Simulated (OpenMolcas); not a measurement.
## Ag⁴⁺: the spin-orbit constant, worked from levels

```yaml
Program: OpenMolcas 26.06
Basis: ANO-RCC-VTZP [7s6p4d2f1g]
Scalar_Hamiltonian: DKH2, point nucleus
Active_space: 7 electrons in 5 orbitals (4d)
State_averaging: 2S+1 = 4 even, 10 roots; 2S+1 = 2 even, 40 roots
Spin-orbit_coupling: state interaction with AMFI integrals over the reference wave functions, term energies averaged over their components
```

Methods: CASSCF; MS-CASPT2, IPEA 0.25 Eh, imaginary shift 0.1 Eh (closed shells correlated: 4s 4p). Measured levels: the list in Gamrath, thesis, University of Mons (2023).

**The spin-orbit constant.** For the Hund term ⁴F of d7, E(J) = (A/2) J(J+1) + constant and ζ = -2S·A = -3A. From J = 3/2 to J = 9/2 the energy changes by 10.5 A.

```
   Source  E(9/2) - E(3/2)       A     ζ
   CASSCF          -6947.4  -661.7  1985
MS-CASPT2          -6858.5  -653.2  1960
 measured          -7097.3  -675.9  2028
```

All in cm-1. MS-CASPT2 is off by -3.4 % and CASSCF by -2.1 %. Both methods take the spin-orbit matrix elements from the reference wave functions, so the second can move ζ only through the term energies and any multistate remixing. Second-order mixing with other terms is absorbed into this ζ.

CASPT2 does not keep the components of a term degenerate, so their means are used; among the terms shown or strongly mixed into the levels shown the widest spread is 760 cm-1 (4d⁷ ⁴F, MS-CASPT2). Without dynamic correlation excited terms often stand tens of per cent too high (terms of higher spin than the ground term too low), and those without a measured partner can miss by more than the paired ones (holds for CASSCF). Computed and measured levels are paired by configuration, term and J; levels that our copy of the source lacks, or whose pairing is in doubt (as where it misses far off the trend of its configuration), stay unpaired and out of the deviations. Levels of configurations outside the active space are missing.
